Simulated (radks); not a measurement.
Results of a calculation; reference values are marked as such.
These are the eigenvalues of the occupied orbitals of an atom or ion with whole-number occupations (eV). Code: a radial shooting solver on a logarithmic mesh with Libxc functionals. Model: Dirac Kohn-Sham, PBE, spin-unpolarised, spherical densities, finite nucleus; Fermi nuclear charge, rms radius of each element as measured or else 0.836 A^(1/3) + 0.57 fm.

orbital  eigenvalue
1s1/2     -21932.68
2s1/2     -3158.989
2p1/2     -2919.518
2p3/2     -2788.592
3s1/2     -562.3586
3p1/2     -469.4462
3p3/2     -447.2334
3d3/2     -282.7905
3d5/2     -278.4632
4s1/2      -83.7278
4p1/2      -56.1425
4p3/2      -52.7731
4d3/2      -12.7434
4d5/2      -12.4114

Which element is it, and in what charge state? The configuration may be excited. Open shells, if any, are shared by 2j + 1.

Answer. Z = 44, ruthenium, charge +1: Ru+ in [Kr] 4d7. The list shows which subshells hold electrons but not how many an open one holds; the 1s level, -806.01 hartree, gives Z - s = 40.1 by -(Z - s)^2/2, which with screening and relativity narrows Z to a few neighbours, and the depths of the outer levels then fix element, charge and occupations together.
